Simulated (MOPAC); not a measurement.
A run for MOPAC: PM3 on BF2HSe (SMILES FB(F)[SeH]), a point of a torsion scan.

```
PM3 1SCF PRECISE CHARGE=0 THREADS=1
BF2HSe

F     -1.26134907 1     1.12067442 1    -0.00167170 1
B     -0.58884359 1     0.00051038 1     0.09766880 1
F     -1.22692920 1    -1.09163474 1    -0.25908574 1
Se     1.27314031 1    -0.03017723 1     0.53553946 1
H      1.56654898 1    -1.24328386 1    -0.18308545 1
```

It printed:

```
*******************************************************************************
 **                                                                           **
 **                              MOPAC v23.2.5                                **
 **                                                                           **
 *******************************************************************************
 ** MOPAC's Digital Object Identifier: https://doi.org/10.5281/zenodo.6511958 **
 **                                                                           **
 ** Please cite the open-source release paper for use of this MOPAC version:  **
 ** J. E. Moussa and J. J. P. Stewart (2026)                                  **
 ** MOPAC: An open-source semiempirical molecular orbital program             **
 ** J. Open Source Softw., 11(119), 8025, https://doi.org/10.21105/joss.08025 **
 *******************************************************************************

                              PM3 CALCULATION RESULTS

 *******************************************************************************
 *  PM3        - The PM3 Hamiltonian to be used
 *
 *
 *
 *                 CHARGE ON SYSTEM = 0
 *
 *
 *
 *  PRECISE    - TIGHTER CRITERIA TO BE USED
 *  1SCF       - DO 1 SCF AND THEN STOP
 *  THREADS=1  - MULTI-THREADING NOT USED
 *  T=         - A TIME OF 172800.0 SECONDS REQUESTED
 *  DUMP=N     - RESTART FILE WRITTEN EVERY 7200.0 SECONDS REQUESTED
 *******************************************************************************
PM3 1SCF PRECISE CHARGE=0 THREADS=1
 BF2HSe

   ATOM   CHEMICAL          X               Y               Z
  NUMBER   SYMBOL      (ANGSTROMS)     (ANGSTROMS)     (ANGSTROMS)

     1       F         -1.26134907  *   1.12067442  *  -0.00167170  *
     2       B         -0.58884359  *   0.00051038  *   0.09766880  *
     3       F         -1.22692920  *  -1.09163474  *  -0.25908574  *
     4      Se          1.27314031  *  -0.03017723  *   0.53553946  *
     5       H          1.56654898  *  -1.24328386  *  -0.18308545  *



          CARTESIAN COORDINATES

    NO.       ATOM           X           Y           Z

     1         F         -1.2613      1.1207     -0.0017
     2         B         -0.5888      0.0005      0.0977
     3         F         -1.2269     -1.0916     -0.2591
     4        Se          1.2731     -0.0302      0.5355
     5         H          1.5665     -1.2433     -0.1831

  H: (PM3): J. J. P. STEWART, J. COMP. CHEM. 10, 209 (1989).
  B: (PM3): J. J. P. STEWART, J. MOL. MOD., 10, 155-164 (2004)
  F: (PM3): J. J. P. STEWART, J. COMP. CHEM. 10, 209 (1989).
 Se: (PM3): J. J. P. STEWART, J. COMP. CHEM. 12, 320-341 (1991).

           Empirical Formula: H F2 B Se  =     5 atoms



      MOLECULAR POINT GROUP   :   C1


      RHF CALCULATION, NO. OF DOUBLY OCCUPIED LEVELS = 12


 -------------------------------------------------------------------------------
 PM3 1SCF PRECISE CHARGE=0 THREADS=1
 BF2HSe



     1SCF WAS SPECIFIED, SO BFGS WAS NOT USED
     SCF FIELD WAS ACHIEVED


                              PM3 CALCULATION
                                                       MOPAC v23.2.5 Linux




          FINAL HEAT OF FORMATION =       -182.22687 KCAL/MOL =    -762.43722 KJ/MOL


          COSMO AREA              =        100.52 SQUARE ANGSTROMS
          COSMO VOLUME            =         85.21 CUBIC ANGSTROMS

          IONIZATION POTENTIAL    =         10.671197 EV
          HOMO LUMO ENERGIES (EV) =        -10.671 -1.883
          NO. OF FILLED LEVELS    =         12
          MOLECULAR WEIGHT        =        128.7747         POINT GROUP:  C1

          MOLECULAR DIMENSIONS (Angstroms)

            Atom       Atom       Distance
            H     5    F     1     3.69029
           Se     4    F     3     2.56440
            H     5   Se     4     0.38281


          SCF CALCULATIONS        =          1





   ATOM   CHEMICAL          X               Y               Z
  NUMBER   SYMBOL      (ANGSTROMS)     (ANGSTROMS)     (ANGSTROMS)

     1       F         -1.26134907  *   1.12067442  *  -0.00167170  *
     2       B         -0.58884359  *   0.00051038  *   0.09766880  *
     3       F         -1.22692920  *  -1.09163474  *  -0.25908574  *
     4      Se          1.27314031  *  -0.03017723  *   0.53553946  *
     5       H          1.56654898  *  -1.24328386  *  -0.18308545  *

                             CARTESIAN COORDINATES

   1    F       -1.261349070     1.120674420    -0.001671700
   2    B       -0.588843590     0.000510380     0.097668800
   3    F       -1.226929200    -1.091634740    -0.259085740
   4   Se        1.273140310    -0.030177230     0.535539460
   5    H        1.566548980    -1.243283860    -0.183085450


           Empirical Formula: H F2 B Se  =     5 atoms



      MOLECULAR POINT GROUP   :   C1


                  EIGENVALUES
 -29.04308 -26.12080 -23.08174 -19.86400 -18.96086 -18.41058 -17.95466 -16.96182
 -16.78003 -14.30367 -11.69511 -10.67120  -1.88338  -0.66335  -0.15095   3.38684
   3.58252


              NET ATOMIC CHARGES AND DIPOLE CONTRIBUTIONS

  ATOM NO.   TYPE          CHARGE      No. of ELECS.   s-Pop       p-Pop
    1          F          -0.030762        7.0308     1.55680     5.47396
    2          B          -0.132253        3.1323     1.05069     2.08156
    3          F          -0.054594        7.0546     1.56614     5.48846
    4         Se           0.188399        5.8116     1.84369     3.96791
    5          H           0.029210        0.9708     0.97079
 DIPOLE           X         Y         Z       TOTAL
 POINT-CHG.     2.254    -0.081     0.465     2.303
 HYBRID        -1.312    -0.954    -0.779     1.800
 SUM            0.942    -1.036    -0.314     1.435


          ATOMIC ORBITAL ELECTRON POPULATIONS

     Atom    s        px        py        pz
    1  F   1.55680   1.87675   1.75280   1.84441
    2  B   1.05069   0.87446   0.72882   0.47829
    3  F   1.56614   1.88919   1.76448   1.83479
    4 Se   1.84369   1.01824   1.31593   1.63374
    5  H   0.97079

 **********************
 *                    *
 * JOB ENDED NORMALLY *
 *                    *
 **********************




 == MOPAC DONE ==
```

The run finished.

Cost: roughly 0.04 core-seconds.
